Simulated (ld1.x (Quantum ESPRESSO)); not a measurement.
## Configuration tests for O (Z = 8) (ultrasoft)

O, ultrasoft, made with ld1.x (Quantum ESPRESSO) 7.5 (LDA (PZ), scalar-relativistic). Core [He], reference 2s2 2p3 (charge +1). Waves: 2s (bound): rcut 0.70, rcutus 0.95 bohr; 2s channel at 0.15 Ry: rcut 0.70, rcutus 0.95 bohr; 2p (bound): rcut 1.35, rcutus 1.45 bohr; 2p channel at -1.4 Ry: rcut 1.35, rcutus 1.45 bohr. Local part: all-electron potential smoothed inside 1.20 bohr (lloc = -1). Core correction: Bessel-smoothed model core inside 0.80 bohr. Augmentation charge: PSQ, radius 0.60 bohr.

Energies are relative to the spin-unpolarised reference configuration 2s2 2p3; without spin polarisation the order of configurations can differ from experiment. Spin-polarised rows fill each open shell by Hund’s rule, majority spin first. The frozen-core shift is the all-electron ΔE with the core orbitals held at their reference shape minus the fully relaxed ΔE.

```json
{"valence configuration": "2s2 2p4", "charge": "0", "ΔE all-electron (eV)": "-16.584", "error AE − PS (meV)": "+2.2", "frozen-core shift (meV)": "+0.1"}
{"valence configuration": "2s2 2p2", "charge": "+2", "ΔE all-electron (eV)": "33.708", "error AE − PS (meV)": "+5.5", "frozen-core shift (meV)": "+0.7"}
{"valence configuration": "2s2 2p1", "charge": "+3", "ΔE all-electron (eV)": "87.672", "error AE − PS (meV)": "+55", "frozen-core shift (meV)": "+5.7"}
{"valence configuration": "2s1 2p5", "charge": "0", "ΔE all-electron (eV)": "-1.999", "error AE − PS (meV)": "+21", "frozen-core shift (meV)": "+0.5"}
{"valence configuration": "2s2 2p3.5", "charge": "+0.5", "ΔE all-electron (eV)": "-10.218", "error AE − PS (meV)": "+1.0", "frozen-core shift (meV)": "0.0"}
{"valence configuration": "2s2 2p0", "charge": "+4", "ΔE all-electron (eV)": "164.627", "error AE − PS (meV)": "+267", "frozen-core shift (meV)": "+24"}
{"valence configuration": "2s2 2p3 (spin-polarised)", "charge": "+1", "ΔE all-electron (eV)": "-4.011", "error AE − PS (meV)": "+334", "frozen-core shift (meV)": "+4.8"}
{"valence configuration": "2s2 2p4 (spin-polarised)", "charge": "0", "ΔE all-electron (eV)": "-17.993", "error AE − PS (meV)": "+106", "frozen-core shift (meV)": "+1.5"}
```

**Question.** What are ΔE and the potential's error for 2s1 2p4?

**Answer.** ΔE = 14.838 eV all-electron; the error (AE − PS) is +17 meV.

Levels in the configuration 2s2 2p1:

| level | all-electron (eV) | pseudo (eV) |
| --- | --- | --- |
| 2s | -79.102 | -79.052 |
| 2p | -65.038 | -64.937 |
